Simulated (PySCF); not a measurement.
Os(CO)2 (C2O2Os), SMILES [C-](#[O+])->[Os]<-[C-]#[O+] (connectivity only; charge and spin as stated), neutral, multiplicity 3.

Geometry: PBE0-D3(BJ)/def2-SVP. The spin state was assumed, not searched. The def2 effective core potentials stand for the cores of Os; spin–orbit coupling is left out.

Method: PBE/def2-TZVPD (PySCF).

```yaml
total_energy: -317.25492 hartree
point_group: C2v
"α spin, highest occupied and lowest empty level": -5.05 and -3.38 eV
"β spin, highest occupied and lowest empty level": -5.93 and -4.82 eV
dipole_moment: 3.14 D
quadrupole, principal values (traceless, Buckingham form, about the centre of nuclear charge): -6.78, 1.74, 5.05 D·Å
mean_static_polarisability: 74.4 bohr³ (11.02 Å³)
polarisability_principal_values: 48.2, 72.4, 102.5 bohr³
"⟨S²⟩": 2.012 (pure state 2.00)
```
